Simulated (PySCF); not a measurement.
Bonding in `CC(C)(C)c1c[c+]1F`

C7H10F (charge +1).
Atom-mapped SMILES: `[CH3:1][C:2]([CH3:3])([CH3:4])[c:5]1[cH:6][c+:7]1[F:8]` (hydrogens: H9, H10, H11 on C1; H12, H13, H14 on C3; H15, H16, H17 on C4; H18 on C6)

Geometry (GFN2-xTB, Å), atoms numbered from 1 in this order:
```xyz
18
C7H10F angstrom
C     -0.995    1.367   -0.378
C     -0.365    0.027    0.005
C     -1.115   -1.164   -0.599
C     -0.315   -0.114    1.557
C      1.041   -0.012   -0.324
C      2.276    0.635   -0.515
C      2.218   -0.725   -0.574
F      2.812   -1.833   -0.738
H     -0.461    2.200    0.069
H     -2.024    1.394   -0.029
H     -1.001    1.494   -1.457
H     -0.652   -2.109   -0.326
H     -2.137   -1.168   -0.232
H     -1.145   -1.087   -1.682
H      0.219    0.713    2.018
H     -1.345   -0.096    1.906
H      0.134   -1.055    1.863
H      2.847    1.538   -0.576
```

Bond orders from the PBE0/pcSseg-1 density (PySCF). Geometry: GFN2-xTB; no solvent, vibrations or thermal averaging.

**Question.** Where do the orders between heavy atoms depart from those drawn in the SMILES?

**Answer.** The largest departure is 0.421, at C5–C6 (drawn aromatic, 1.079), counting aromatic bonds as 1.5. Drawn single, order above 1.12: C7–F8 (1.184). Drawn single, order below 0.88: C2–C5 (0.848). The bonds drawn aromatic range from 1.08 to 1.34. The SMILES, with its formal charges, is one Lewis structure only.

**Question.** Set the Mayer orders of the bonds beside their lengths.

**Answer.** 
```tsv
bond	drawn as	length (Å)	Mayer order
C1–C2	single	1.530	1.021
C2–C3	single	1.531	1.017
C2–C4	single	1.559	0.974
C2–C5	single	1.444	0.848
C5–C6	aromatic	1.408	1.079
C6–C7	aromatic	1.362	1.344
C7–F8	single	1.269	1.184
C7–C5	aromatic	1.399	1.231
C1–H9	single	1.086	0.950
C1–H10	single	1.086	0.948
C1–H11	single	1.087	0.956
C3–H12	single	1.087	0.949
C3–H13	single	1.086	0.947
C3–H14	single	1.087	0.956
C4–H15	single	1.087	0.950
C4–H16	single	1.088	0.944
C4–H17	single	1.087	0.950
C6–H18	single	1.070	1.018
```

Bonds between the same two heavy elements. C–C: lowest C2–C5 (0.848, 1.444 Å), highest C6–C7 (1.344, 1.362 Å); in 3 of the 21 pairs the longer bond (by over 0.003 Å) has the higher order (by 0.02 or more).

**Question.** Sum the orders of all bonds at each heavy atom with more than one neighbour and set the sums beside the valence in the SMILES.

**Answer.** C1 3.875 (drawn 4), C2 3.860 (drawn 4), C3 3.869 (drawn 4), C4 3.818 (drawn 4), C5 3.158 (drawn 4), C6 3.441 (drawn 4), C7 3.759 (drawn 3). Orders between atoms that aren't bonded are not in these sums.

Mayer orders depend on the basis set.

These values come from a run that also computed NMR shieldings. Time: 32 s of wall time (with the writing of density and orbital grids); peak memory 0.84 GiB. Hardware: one thread of an Arm Neoverse V1, no GPU, shared host with 32 logical CPUs at a one-minute load of 12.
